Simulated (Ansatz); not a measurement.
Br₂F₂Ti (`[F][Ti]([F])([Br])[Br]`), relaxed with RKS PBE-D4/def2-SVP in Ansatz from a rough embedded geometry. The force threshold is 0.03 eV/Å; the program also tests the step.

Charge 0, multiplicity 1.

Start:

```xyz
5

F    -0.219    1.519   -1.321
Ti    0.064    0.048   -0.091
F     1.671   -0.839   -0.589
Br    0.322    0.846    2.192
Br   -1.838   -1.574   -0.191
```

| step | energy (eV) | largest force (eV/Å) | largest move (Å) |
| --- | --- | --- | --- |
| 1 | -168592.6141 | 3.779 | 0.000 |
| 2 | -168593.5294 | 1.615 | 0.199 |
| 3 | -168593.6468 | 0.311 | 0.067 |
| 4 | -168593.6500 | 0.145 | 0.047 |
| 5 | -168593.6531 | 0.029 | 0.022 |

End:

```xyz
5

F    -0.197    1.358   -1.187
Ti    0.076    0.033   -0.101
F     1.537   -0.769   -0.581
Br    0.304    0.841    2.083
Br   -1.720   -1.463   -0.214
```

Hardware: 8 threads of an Arm Neoverse V2 on a shared host. Wall time 6 s, peak host memory 0.23 GiB.
